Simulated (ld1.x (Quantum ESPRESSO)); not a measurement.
**Reading a pseudo-wave (Ga (Z = 31))**

Columns: radius, all-electron u(r) and pseudo u(r) of the 4s shell (level -8.95 eV) of gallium in the configuration [Ne] 3s2 3p6 3d10 4s2 4p1; PBE, scalar-relativistic, TM semilocal scheme, ld1.x (Quantum ESPRESSO) 7.5.

| r (bohr) | all-electron | pseudo |
| --- | --- | --- |
| 0.068 | -0.0216 | -0.0345 |
| 0.135 | -0.1883 | -0.0670 |
| 0.202 | -0.1316 | -0.0968 |
| 0.270 | 0.0268 | -0.1233 |
| 0.338 | 0.1783 | -0.1450 |
| 0.405 | 0.2756 | -0.1617 |
| 0.473 | 0.3139 | -0.1743 |
| 0.540 | 0.3007 | -0.1837 |
| 0.608 | 0.2497 | -0.1917 |
| 0.675 | 0.1754 | -0.2002 |
| 0.742 | 0.0881 | -0.2112 |
| 0.810 | -0.0061 | -0.2271 |
| 0.878 | -0.1001 | -0.2498 |
| 0.945 | -0.1890 | -0.2804 |
| 1.013 | -0.2730 | -0.3205 |
| 1.080 | -0.3484 | -0.3683 |
| 1.148 | -0.4168 | -0.4226 |
| 1.215 | -0.4762 | -0.4770 |
| 1.283 | -0.5283 | -0.5283 |
| 1.350 | -0.5721 | -0.5721 |
| 1.418 | -0.6094 | -0.6094 |
| 1.485 | -0.6395 | -0.6395 |
| 1.553 | -0.6639 | -0.6639 |
| 1.620 | -0.6825 | -0.6825 |
| 1.688 | -0.6964 | -0.6964 |
| 1.755 | -0.7057 | -0.7057 |

Question: How many radial nodes do the two functions have?

Answer: The all-electron 4s function has n − l − 1 = 3 (the table is too coarse to show those close to the nucleus); the pseudo-wave has 0, since the states of the same l below it are removed with the core.

Question: At about which radius was the pseudo-wave matched?

Answer: 1.35 bohr. The columns agree to 0.0005 from 1.28 bohr on; several derivatives are matched, so the curves merge somewhat inside the radius.

Question: Is the pseudo-wave norm-conserving?

Answer: Yes: the TM semilocal scheme keeps the norm inside the radius equal to the all-electron one, which fixes the energy derivative of the logarithmic derivative at the level.
